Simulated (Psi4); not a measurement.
lithium fluoride (FLi), singlet, at a GFN2-xTB geometry (such geometries of metal compounds can be far from the true shape), atoms displaced at random by about 0.08 Å a coordinate; HF/def2-TZVP, gradient run with Psi4.

Here is a job for Psi4.
```
memory 2 GB

molecule mol {
0 1
Li    0.013690    0.078529   -1.157321
F    -0.090965   -0.088218    0.487156
symmetry c1
no_reorient
no_com
}

set {
  basis def2-tzvp
  reference rhf
}

gradient('scf')
print_variables()
```

Problem. Predict the main parts of the log of this Psi4 run.

Solution. 
```
gradient() will perform analytic gradient computation.

   => Loading Basis Set <=

    Name: DEF2-TZVP
    Role: ORBITAL
    Keyword: BASIS

         ---------------------------------------------------------
                                   SCF
               by Justin Turney, Rob Parrish, Andy Simmonett
                          and Daniel G. A. Smith
                              RHF Reference
         ---------------------------------------------------------

  ==> Geometry <==

    Molecular point group: c1
    Full point group: C1

    Geometry (in Angstrom), charge = 0, multiplicity = 1:

       Center              X                  Y                   Z               Mass
    ------------   -----------------  -----------------  -----------------  -----------------
         LI           0.013690000000     0.078529000000    -1.157321000000     7.016003436600
         F           -0.090965000000    -0.088218000000     0.487156000000    18.998403162730

  Running in c1 symmetry.

  Rotational constants: A =    129.12978  B =      1.19346  C =      1.18253 [cm^-1]
  Rotational constants: A = 3871213.33657  B =  35779.07248  C =  35451.41839 [MHz]
  Nuclear repulsion =    8.626747727039694

  Charge       = 0
  Multiplicity = 1
  Electrons    = 12
  Nalpha       = 6
  Nbeta        = 6

  ==> Algorithm <==

  SCF Algorithm Type is DF.
  DIIS enabled.
  MOM disabled.
  Fractional occupation disabled.
  Guess Type is SAD.
  Energy threshold   = 1.00e-08
  Density threshold  = 1.00e-08
  Integral threshold = 1.00e-12

  ==> Primary Basis <==

  Basis Set: DEF2-TZVP
    Blend: DEF2-TZVP
    Number of shells: 19
    Number of basis functions: 45
    Number of Cartesian functions: 50
    Spherical Harmonics?: true
    Max angular momentum: 3

   => Loading Basis Set <=

    Name: (DEF2-TZVP AUX)
    Role: JKFIT
    Keyword: DF_BASIS_SCF

  ==> Integral Setup <==

  SCF_SUBTYPE=INCORE selected. In-core MEM_DF algorithm will be used.
  Using in-core AOs.

  ==> MemDFJK: Density-Fitted J/K Matrices <==

    J tasked:                   Yes
    K tasked:                   Yes
    wK tasked:                   No
    Algorithm:                 Core
    Schwarz Cutoff:           1E-12
    Mask sparsity (%):       0.3951
    Fitting Condition:        1E-10

   => Auxiliary Basis Set <=

  Basis Set: (DEF2-TZVP AUX)
    Blend: DEF2-UNIVERSAL-JKFIT
    Number of shells: 42
    Number of basis functions: 128
    Number of Cartesian functions: 153
    Spherical Harmonics?: true
    Max angular momentum: 4

  Minimum eigenvalue in the overlap matrix is 1.8578315550E-02.
  Reciprocal condition number of the overlap matrix is 5.2771640326E-03.
    Using symmetric orthogonalization.

  ==> Pre-Iterations <==

  SCF Guess: Superposition of Atomic Densities via on-the-fly atomic UHF (no occupation information).

   -------------------------
    Irrep   Nso     Nmo
   -------------------------
     A         45      45
   -------------------------
    Total      45      45
   -------------------------

  ==> Iterations <==

                           Total Energy        Delta E     RMS |[F,P]|

   @DF-RHF iter SAD:  -106.22384262203910   -1.06224e+02   0.00000e+00
   @DF-RHF iter   1:  -106.88910248940203   -6.65260e-01   1.13787e-02 ADIIS/DIIS
   @DF-RHF iter   2:  -106.93478811016206   -4.56856e-02   9.39633e-03 ADIIS/DIIS
   @DF-RHF iter   3:  -106.98137139645162   -4.65833e-02   2.30886e-04 ADIIS/DIIS
   @DF-RHF iter   4:  -106.98143749638324   -6.60999e-05   5.55316e-05 DIIS
   @DF-RHF iter   5:  -106.98144214445304   -4.64807e-06   1.20449e-05 DIIS
   @DF-RHF iter   6:  -106.98144254917270   -4.04720e-07   1.76832e-06 DIIS
   @DF-RHF iter   7:  -106.98144256166417   -1.24915e-08   4.64673e-07 DIIS
   @DF-RHF iter   8:  -106.98144256243972   -7.75557e-10   1.05967e-07 DIIS
   @DF-RHF iter   9:  -106.98144256246610   -2.63753e-11   1.72756e-08 DIIS
   @DF-RHF iter  10:  -106.98144256246684   -7.38964e-13   1.78057e-09 DIIS
  Energy and wave function converged.

  ==> Post-Iterations <==

    Orbital Energies [Eh]
    ---------------------

    Doubly Occupied:

       1A    -26.097460     2A     -2.450971     3A     -1.361341
       4A     -0.482530     5A     -0.460924     6A     -0.460924

    Virtual:

       7A     -0.001472     8A      0.102151     9A      0.102151
      10A      0.136712    11A      0.204647    12A      0.664242
      13A      0.664242    14A      0.792473    15A      0.875103
      16A      0.880284    17A      0.880284    18A      1.111328
      19A      1.624924    20A      2.415845    21A      2.415845
      22A      2.427962    23A      2.427962    24A      2.799109
      25A      3.811998    26A      3.811998    27A      3.829016
      28A      4.290150    29A      6.347483    30A      6.347483
      31A      6.509930    32A      7.570539    33A      7.570539
      34A      7.573615    35A      7.573615    36A      7.578880
      37A      7.578880    38A      7.607847    39A      9.050472
      40A      9.050472    41A      9.065952    42A      9.065952
      43A      9.249294    44A     15.084733    45A     58.507007

    Final Occupation by Irrep:
              A
    DOCC [     6 ]
    NA   [     6 ]
    NB   [     6 ]

  @DF-RHF Final Energy:  -106.98144256246684

   => Energetics <=

    Nuclear Repulsion Energy =              8.6267477270396942
    One-Electron Energy =                -168.5880802892035888
    Two-Electron Energy =                  52.9798899996970647
    Total Energy =                       -106.9814425624668388

Computation Completed

Properties will be evaluated at   0.000000,   0.000000,   0.000000 [a0]

Properties computed using the SCF density matrix

 Multipole Moments:

 ------------------------------------------------------------------------------------
     Multipole            Electronic (a.u.)      Nuclear  (a.u.)        Total (a.u.)
 ------------------------------------------------------------------------------------

 L = 1.  Multiply by 2.5417464519 to convert [e a0] to [Debye]
 Dipole X            :          1.6424688           -1.4694794            0.1729894
 Dipole Y            :          1.3308002           -1.0551758            0.2756244
 Dipole Z            :         -4.4425009            1.7242636           -2.7182373
 Magnitude           :                                                    2.7376465

 ------------------------------------------------------------------------------------

         ------------------------------------------------------------
                                   SCF GRAD
                          Rob Parrish, Justin Turney,
                       Andy Simmonett, and Alex Sokolov
         ------------------------------------------------------------

  ==> Geometry <==

    Molecular point group: c1
    Full point group: C1

    Geometry (in Angstrom), charge = 0, multiplicity = 1:

       Center              X                  Y                   Z               Mass
    ------------   -----------------  -----------------  -----------------  -----------------
         LI           0.013690000000     0.078529000000    -1.157321000000     7.016003436600
         F           -0.090965000000    -0.088218000000     0.487156000000    18.998403162730

  Nuclear repulsion =    8.626747727039694

  ==> Basis Set <==

  Basis Set: DEF2-TZVP
    Blend: DEF2-TZVP
    Number of shells: 19
    Number of basis functions: 45
    Number of Cartesian functions: 50
    Spherical Harmonics?: true
    Max angular momentum: 3

  ==> DFJKGrad: Density-Fitted SCF Gradients <==

    Gradient:                    1
    J tasked:                  Yes
    K tasked:                  Yes
    wK tasked:                  No
    Integrals threads:           1
    Schwarz Cutoff:          1E-12
    Fitting Condition:       1E-10

   => Auxiliary Basis Set <=

  Basis Set: (DEF2-TZVP AUX)
    Blend: DEF2-UNIVERSAL-JKFIT
    Number of shells: 42
    Number of basis functions: 128
    Number of Cartesian functions: 153
    Spherical Harmonics?: true
    Max angular momentum: 4

  -Total Gradient:
     Atom            X                  Y                   Z
    ------   -----------------  -----------------  -----------------
       1        0.001630214384     0.002597423515    -0.025616072427
       2       -0.001630214384    -0.002597423515     0.025616072427

  Variable Map:
  ----------------------------------------------------------------------------
  "CURRENT ENERGY"           =>    -106.981442562467
  "CURRENT REFERENCE ENERGY" =>    -106.981442562467
  "DD SOLVATION ENERGY"      =>       0.000000000000
  "HF KINETIC ENERGY"        =>     106.916497099166
  "HF POTENTIAL ENERGY"      =>    -213.897939661633
  "HF TOTAL ENERGY"          =>    -106.981442562467
  "HF VIRIAL RATIO"          =>       2.000607440994
  "NUCLEAR REPULSION ENERGY" =>       8.626747727040
  "ONE-ELECTRON ENERGY"      =>    -168.588080289204
  "PCM POLARIZATION ENERGY"  =>       0.000000000000
  "PE ENERGY"                =>       0.000000000000
  "SCF ITERATION ENERGY"     =>    -106.981442562467
  "SCF ITERATIONS"           =>      10.000000000000
  "SCF TOTAL ENERGY"         =>    -106.981442562467
  "TWO-ELECTRON ENERGY"      =>      52.979889999697

  Array Variable Map:
  ----------------------------------------------------------------------------
  "CURRENT DIPOLE"           =>       0.172989423754 ... -2.718237337977 1 by 3
  "CURRENT GRADIENT"         =>       0.001630214384 ... 0.025616072427 2 by 3
  "HF TOTAL GRADIENT"        =>       0.001630214384 ... 0.025616072427 2 by 3
  "SCF DIPOLE"               =>       0.172989423754 ... -2.718237337977 1 by 3
  "SCF TOTAL ENERGIES"       =>    -106.223842622039 ... -106.981442562467 1 by 11
  "SCF TOTAL GRADIENT"       =>       0.001630214384 ... 0.025616072427 2 by 3
```
